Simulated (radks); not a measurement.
Problem. Radial electron density D(r) = 4 pi r^2 rho(r) of an atom or ion with 11 electrons. All-electron calculation, non-relativistic Kohn-Sham, exchange-only PBE, spin-unpolarised, spherical densities, point nucleus. Program: a radial shooting solver on a logarithmic mesh with Libxc functionals.

r (bohr),D(r) (e/bohr)
0.01014,1.109
0.01153,1.386
0.013,1.701
0.01477,2.105
0.01679,2.591
0.01908,3.168
0.02169,3.845
0.02465,4.627
0.02779,5.456
0.03158,6.437
0.0359,7.503
0.0408,8.626
0.04637,9.763
0.0527,10.86
0.05942,11.78
0.06753,12.59
0.07676,13.12
0.08724,13.31
0.09915,13.12
0.1118,12.59
0.1271,11.70
0.1444,10.58
0.1641,9.412
0.1865,8.378
0.212,7.673
0.239,7.433
0.2717,7.670
0.3088,8.347
0.3509,9.281
0.3989,10.21
0.4533,10.86
0.5111,11.02
0.5809,10.59
0.6603,9.576
0.7504,8.103
0.8529,6.397
0.9616,4.800
1.093,3.292
1.242,2.112
1.412,1.294
1.605,0.7983
1.824,0.5419
2.056,0.4355
2.337,0.3902
2.656,0.3624
3.019,0.3234
3.431,0.2676
3.9,0.2023
4.397,0.1425
4.997,0.08872
5.68,0.04920
6.455,0.02387
7.337,0.009896
8.338,0.003423
9.402,0.001050
10.69,0.0002386

What is the nuclear charge?

Solution. Z = 12. The innermost maximum, from 1s, lies near 1/Z = 0.0833 bohr (found: 0.0872), and its height grows with Z. The density is that of the magnesium ion Mg+ in [Ne] 3s0.5 3p0.5; the configuration itself is not fixed sharply by these data, and Z only to about a unit. D(r) has 2 maxima, at r = 0.0872, 0.499 bohr, and minima at 0.239 bohr, inside which lie 2.20 electrons.
